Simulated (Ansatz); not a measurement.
**Nudged elastic band run: FHISi**

Input file:

```yaml
crystal:
  periodic: [false, false, false]
  atoms:
    - { symbol: F, position_ang: [-1.220255, -0.143235, 1.041346] }
    - { symbol: Si, position_ang: [-0.34091, -0.255864, -0.325089] }
    - { symbol: I, position_ang: [2.007882, -0.753595, 0.247023] }
    - { symbol: H, position_ang: [-0.391217, 1.092394, -0.983679] }
magnetization:
  spin_polarized: true
  initial_magnetization: 1
basis:
  gaussian: { orbitals: def2-SVP }
hamiltonian:
  xc: b3lyp
  dispersion: d4
neb:
  order_check: false
  images: 9
  f_tol: 0.05
  max_iterations: 23
  initial_path: idpp
  final_atoms:
    - { symbol: F, position_ang: [-1.31209356, -0.40925718, 0.84494583] }
    - { symbol: Si, position_ang: [-0.09422671, 0.4632495, 0.20581864] }
    - { symbol: I, position_ang: [1.95478682, -0.91107918, 0.13098437] }
    - { symbol: H, position_ang: [-0.49296654, 0.79678685, -1.20214784] }
```

Launched with:

```bash
$ ansatz run input.yaml --threads 1 --pin off --max-ram 2048MiB --backend cpu --events-out ev --progress --plain --runs-dir out
```

Output, in part (warnings, iteration lines, the closing report on the highest movable image, with atoms numbered from 0):

```
NEB end point (image 0): max|allowed force component| = 2.878e-3 eV/Å (the criterion of neb.relax_end_points is 1.000e-2)
NEB end point (image 10): max|allowed force component| = 1.401e-2 eV/Å (the criterion of neb.relax_end_points is 1.000e-2)
NEB iter   1: max|band force component| = 1.192e0 eV/Å  barrier→ = 1.0360 eV  barrier← = 1.0360 eV  Δτ_max = 0.1033 Å  (322 SCF iters)
NEB iter   2: max|band force component| = 7.796e-1 eV/Å  barrier→ = 0.9757 eV  barrier← = 0.9757 eV  Δτ_max = 0.0434 Å  (293 SCF iters)
NEB iter   3: max|band force component| = 5.184e-1 eV/Å  barrier→ = 0.9672 eV  barrier← = 0.9672 eV  Δτ_max = 0.0140 Å  (294 SCF iters)
NEB iter   4: max|band force component| = 1.772e-1 eV/Å  barrier→ = 0.9620 eV  barrier← = 0.9620 eV  CI = image 5  Δτ_max = 0.0051 Å  (300 SCF iters)
NEB iter   5: max|band force component| = 4.268e-2 eV/Å  barrier→ = 0.9615 eV  barrier← = 0.9615 eV  CI = image 5  Δτ_max = 0.0000 Å  (553 SCF iters)
Total energy: -18710.24966402 eV, -687.5889928901 hartree
Atom 0 at    -1.232238    -0.170347     1.098231 Å, force    -0.000484     0.004938    -0.003573 eV/Å
Atom 1 at    -0.124513     0.138932    -0.056446 Å, force     0.022574    -0.015020    -0.005087 eV/Å
Atom 2 at     1.822304    -1.279290    -0.094783 Å, force    -0.008939     0.002938     0.004605 eV/Å
Atom 3 at    -0.410053     1.250405    -0.967401 Å, force    -0.013151     0.007144     0.004055 eV/Å
Dipole moment:     0.160101     0.096088    -0.218843 e Å
```

It converged. A vibrational analysis at the climbing image gives one clearly imaginary mode, 1127i cm⁻¹: a first-order saddle point.

Final band (atoms are numbered from 1 in the order of the input):

| image | path coordinate (Å) | energy (kcal/mol) | height of Si2 over the plane of its neighbours (Å) |
| --- | --- | --- | --- |
| 0 | 0.00 | 0.0 | 0.63 |
| 1 | 0.12 | 0.9 | 0.54 |
| 2 | 0.24 | 4.1 | 0.41 |
| 3 | 0.36 | 10.1 | 0.28 |
| 4 | 0.48 | 17.8 | 0.14 |
| 5 | 0.60 | 22.2 | 0.00 |
| 6 | 0.72 | 17.9 | -0.14 |
| 7 | 0.85 | 10.1 | -0.28 |
| 8 | 0.97 | 4.1 | -0.41 |
| 9 | 1.09 | 0.9 | -0.54 |
| 10 | 1.21 | 0.0 | -0.63 |

Run time: 3.6 min on 1 thread of Intel(R) Xeon(R) Platinum 8488C (Sapphire Rapids) (shared host), peak memory 0.18 GiB.
